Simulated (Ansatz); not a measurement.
One change: `CC1([SiH3])BC1` becomes `CC1(I)BC1`.

Ansatz, PBE0-D4/def2-TZVP geometries, multiplicity 1. 

Elements past krypton have def2 core potentials.

| property | `CC1([SiH3])BC1` |
| --- | --- |
| HOMO–LUMO gap (B3LYP/def2-TZVPP) / eV | 5.38 |
| HOMO–LUMO gap (PBE/def2-TZVPP) / eV | 3.57 |
| HOMO–LUMO gap (ωB97M-V/def2-TZVPP) / eV | 9.96 |
| HOMO–LUMO gap (PBE0/def2-TZVPP) / eV | 5.78 |
| LUMO energy (B3LYP/def2-TZVPP) / eV | -1.66 |
| LUMO energy (PBE/def2-TZVPP) / eV | -2.46 |

Question: Give the same properties after the change, and the shifts. (An estimate is asked.)

Answer: Ansatz gave: 
```
                               property  `CC1(I)BC1`  shift
  HOMO–LUMO gap (B3LYP/def2-TZVPP) / eV         5.18  -0.20
    HOMO–LUMO gap (PBE/def2-TZVPP) / eV         3.52  -0.05
HOMO–LUMO gap (ωB97M-V/def2-TZVPP) / eV         9.69  -0.27
   HOMO–LUMO gap (PBE0/def2-TZVPP) / eV         5.59  -0.19
    LUMO energy (B3LYP/def2-TZVPP) / eV        -1.59   0.07
      LUMO energy (PBE/def2-TZVPP) / eV        -2.30   0.16
```

With PBE0 the HOMO rises by 0.26 eV and the LUMO rises by 0.07 eV, so the gap narrows by about 0.19 eV. PBE moves the HOMO by 0.20 eV and ωB97M-V by 0.35 eV.

B3LYP here is the variant with VWN-RPA as its local correlation; programs differ in this.

Spin–orbit coupling is left out; it splits and shifts lone-pair levels of the heavy atoms by tenths of an eV.
